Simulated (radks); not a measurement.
Results of a calculation; reference values are marked as such.
The nuclear charge of the carbon ion C2+ is varied continuously with 4 electrons held in [He] 2s2. Level of theory: scalar-relativistic Kohn-Sham, PBE, spin-polarised, spherical densities, finite nucleus; Fermi nuclear charge, rms radius 2.4702 fm (a radial shooting solver on a logarithmic mesh with Libxc functionals). By the Hellmann-Feynman theorem dE/dZ = E(electron-nucleus)/Z, the electronic potential at the nucleus (averaged over a nucleus of fixed radius). The scalar-relativistic energy here is not variational (the density holds large components alone), so the two differ by a part that grows with Z.

| Z | E (hartree) | E(electron-nucleus)/Z (hartree) | HOMO | e(HOMO) (eV) | <r> HOMO (bohr) |
|---|---|---|---|---|---|
| 5 | -24.30114 | -10.9226 | 2s | -19.511 | 1.779 |
| 5.25 | -27.11023 | -11.5496 | 2s | -24.080 | 1.652 |
| 5.5 | -30.07607 | -12.1764 | 2s | -29.082 | 1.542 |
| 5.75 | -33.19864 | -12.8033 | 2s | -34.515 | 1.446 |
| 6 | -36.47795 | -13.4303 | 2s | -40.379 | 1.361 |
| 6.25 | -39.91402 | -14.0573 | 2s | -46.672 | 1.286 |
| 6.5 | -43.50686 | -14.6843 | 2s | -53.394 | 1.220 |
| 6.75 | -47.25651 | -15.3115 | 2s | -60.546 | 1.159 |
| 7 | -51.16299 | -15.9388 | 2s | -68.125 | 1.105 |

The central difference of E at Z = 6 is -13.431 hartree, to compare with the third column; the second derivative is -2.51 hartree.
